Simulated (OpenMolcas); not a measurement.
P III: CASPT2 settings compared

```
Program             : OpenMolcas 26.06
Basis               : ANO-R1 [4s3p1d]
Scalar Hamiltonian  : X2C, finite nucleus
Active space        : 3 electrons in 4 orbitals (3s 3p)
State averaging     : 2S+1 = 2 odd, 3 roots; 2S+1 = 2 even, 6 roots; 2S+1 = 4 even, 3 roots kept (CI in the orbitals of an earlier block)
Spin-orbit coupling : RASSI with atomic mean-field integrals over the reference wave functions, term energies averaged over their components
```

Methods on the same reference wave functions:
A. CASSCF
B. SS-CASPT2, IPEA 0 Eh, sigma1 regulariser 0.15 Eh (closed shells correlated: 2s 2p)
C. SS-CASPT2, IPEA 0.75 Eh, sigma1 regulariser 0.4 Eh (closed shells correlated: 2s 2p)
D. SS-CASPT2, IPEA 0.1 Eh, no level shift (closed shells correlated: none)

Energies in cm⁻¹ above 3s² 3p ²P°_1/2, the measured ground level; measured values from Martin, Zalubas and Musgrove, J. Phys. Chem. Ref. Data 14, 751 (1985).

| Level | A | B | C | D | Measured |
| --- | --- | --- | --- | --- | --- |
| 3s² 3p ²P°_1/2 | 0.0 | 0.0 | 0.0 | 0.0 | 0.0 |
| 3s² 3p ²P°_3/2 | 576 | 576 | 576 | 576 | 559 |
| 3s 3p² ⁴P_1/2 | 50898 | 53740 | 52650 | 53370 | 56922 |
| 3s 3p² ⁴P_3/2 | 51086 | 53930 | 52840 | 53560 | 57126 |
| 3s 3p² ⁴P_5/2 | 51394 | 54240 | 53150 | 53870 | 57454 |
| 3s 3p² ²D_3/2 | 86236 | 75490 | 81810 | 77120 |  |
| 3s 3p² ²D_5/2 | 86238 | 75490 | 81810 | 77120 |  |

Deviations, from unrounded energies. A percentage is the sum of absolute deviations over the sum of measured energies, with the sign that they share, or ± where signs differ.

```json
{"Against measurement": "mean absolute deviation (cm-1)", "Levels": "4", "A": "4500", "B": "2400", "C": "3200", "D": "2700"}
{"Against measurement": "fine structure of the ground term (%)", "Levels": "1", "A": "+3.1", "B": "+3.1", "C": "+3.1", "D": "+3.1"}
{"Against measurement": "other configurations (%)", "Levels": "3", "A": "-10.6", "B": "-5.6", "C": "-7.5", "D": "-6.2"}
```

B lies closest to measurement on these levels and A furthest from it. The largest miss of B in the table is 3s 3p² ⁴P_5/2, by -3200 cm-1. The ranking rests on the paired levels alone, and a cruder setting can come out closer through cancelling errors.

Among B to D the level of the table that moves most is 3s 3p² ²D_3/2, by 6300 cm-1 (lowest in B, highest in C). Moves below CASPT2's spread within the term are not significant.

The lowest spin-free term lies below A's lowest term by 0.038 hartree in B, 0.028 hartree in C, 0.025 hartree in D.

CASPT2 breaks the degeneracy within a term, and the mean is taken; among the terms shown or strongly mixed into the levels shown the widest spread is 21 cm-1 (3s 3p² ²D, B). Over all roots computed the reference weight is 0.88 to 0.99 in B, 0.89 to 0.99 in D; the roots of lowest weight are the least certain, and an intruder state may touch them. Terms from blocks run as CI alone lack orbitals of their own. Terms of s pⁿ other than that of highest spin mix with s² pⁿ⁻² d, which this space lacks; all of them can be thousands of cm-1 off, and some have no real level of that name. Measured partners are found by configuration, term and J. A level has none where our copy of the source lacks it or the pairing is in doubt (some pairs that miss far off the trend of their configuration count as doubtful), and it then counts in no deviation. Levels of configurations outside the active space are missing. Levels that lie high or do not pair safely by name in every column are left out.

° marks odd parity.
